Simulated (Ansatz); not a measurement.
`[F][GeH2][S][GeH3]` and `[F][GeH2][SH]` differ in one atom or group.

Ansatz, PBE0-D4/def2-TZVP geometries, multiplicity 1. Each molecule was computed in one conformer, which needn't be the lowest.

Scalar relativity is left out up to krypton.

```
                                      property  `[F][GeH2][S][GeH3]`
         HOMO energy (ωB97M-V/def2-TZVPP) / eV                 -9.81
          HOMO–LUMO gap (PBE0/def2-TZVPP) / eV                  7.28
zero-point energy (PBE0-D4/def2-TZVP) / kJ/mol                 115.6
            HOMO energy (PBE0/def2-TZVPP) / eV                 -7.65
size of the dipole moment (PBE/def2-TZVPP) / D                  1.55
           HOMO energy (B3LYP/def2-TZVPP) / eV                 -7.40
```

Q: What does the change do to each property? (Estimate.)

A: The calculation gave: 
```tsv
property	`[F][GeH2][SH]`	shift
HOMO energy (ωB97M-V/def2-TZVPP) / eV	-10.16	-0.35
HOMO–LUMO gap (PBE0/def2-TZVPP) / eV	7.83	0.55
zero-point energy (PBE0-D4/def2-TZVP) / kJ/mol	72.7	-42.9
HOMO energy (PBE0/def2-TZVPP) / eV	-7.95	-0.30
size of the dipole moment (PBE/def2-TZVPP) / D	1.82	0.27
HOMO energy (B3LYP/def2-TZVPP) / eV	-7.69	-0.29
```

With PBE0 the HOMO falls by 0.30 eV and the LUMO rises by 0.24 eV, so the gap widens by about 0.54 eV. PBE moves the HOMO by -0.25 eV and ωB97M-V by -0.35 eV. The zero-point energy changes by -42.9 kJ/mol with -9 modes. Dipoles are sizes alone; their direction can turn.

Positive LUMOs are unbound, so they and the gaps depend on the basis.

B3LYP here is the variant with VWN-RPA as its local correlation; programs differ in this.
